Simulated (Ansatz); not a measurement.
`BC(C)(C)C` + H₂Se → `B[SeH]` + `CC(C)C` at 298.15 K and 1 bar (ligand exchange at a B–C bond).

Isolated molecules relaxed with PBE0-D4/def2-TZVP in Ansatz; ΔE leaves out vibrations. CBS: MP2 limit from def2 TZ/QZ plus the TZ coupled-cluster correction, frozen cores. For Se outer-core shells are correlated without core-valence functions, which leaves a few kJ/mol of doubt a bond. Scalar relativity is left out up to krypton.

```csv
species,CCSD(T)/CBS energy (Eh),H − E (kJ/mol),S (J/(mol·K))
`BC(C)(C)C`,-183.61206,392.5,334.5
H₂Se,-2401.89790,45.8,219.1
`B[SeH]`,-2427.30556,87.1,258.2
`CC(C)C`,-158.24397,362.7,292.8
```

H − E and S are ideal-gas, rigid-rotor, harmonic terms from PBE0-D4/def2-TZVP. 1 Eh = 2625.50 kJ/mol, R = 8.31446 J/(mol·K).

Q: By hand: ΔE, ΔH, ΔS and ΔG.

A: ΔE = (-2427.30556) + (-158.24397) − (-183.61206) − (-2401.89790) = -0.03957 Eh = -103.9 kJ/mol. Δ(H − E) = 87.1 + 362.7 − 392.5 − 45.8 = 11.5, so ΔH = -92.4 kJ/mol. ΔS = 258.2 + 292.8 − 334.5 − 219.1 = -2.6 J/(mol·K). ΔG = -92.4 − 298.15 × (-2.6)/1000 = -91.6 kJ/mol.

Q: By hand: the equilibrium constant, and the temperature at which ΔG would vanish if ΔH and ΔS stayed fixed.

A: log₁₀ K = −ΔG/(RT ln 10) = 16.0. ΔG = 0 at ΔH/ΔS = 35538 K, far beyond where these terms or the molecules hold.

The number of gas molecules stays the same, so ΔS is small and ΔH decides. A doubt of 5 kJ/mol in ΔE shifts log₁₀ K by 0.9 here. These are equilibria of isolated gas molecules and say nothing of rates. Largest T1 diagnostic: 0.013 (customary marks: 0.02 for closed shells, 0.045 for open ones).
